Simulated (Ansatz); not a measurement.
PbSe2. Charge 0, multiplicity 1. Geometry r2SCAN-D4/def2-TZVP, basis def2-TZVP, Ansatz.

```
atom    x (Å)    y (Å)    z (Å)
 Pb1  -0.0017   0.0029  -0.0009
 Se2   1.7449   0.5854  -1.5085
 Se3  -1.7432  -0.5882   1.5094
```

```
run  HOMO (eV)  LUMO (eV)
  A      -6.71      -3.60
  B      -6.08      -3.94
  C      -7.09      -3.19
  D      -6.35      -3.88
  E      -9.04      -1.31
```

In the def2 sets Pb takes a core potential; there is no spin–orbit coupling. Another isomer (singlet) lies 1.01 eV lower at PBE0-D4/def2-TZVP; other spin states weren't run for this one.

Question: The runs used PBE, PBE0, r2SCAN, r2SCANh, ωB97M-V. Estimate which is which.

Answer: A r2SCANh (10 % exact exchange); B PBE (0 % exact exchange); C PBE0 (25 % exact exchange); D r2SCAN (0 % exact exchange); E ωB97M-V (range-separated). Exact exchange lowers occupied and raises empty levels; among semilocal functionals meta-GGAs tend to open the gap a little, and such runs are hard to tell apart. The gap grows from 2.15 eV (PBE) to 7.73 eV (ωB97M-V).
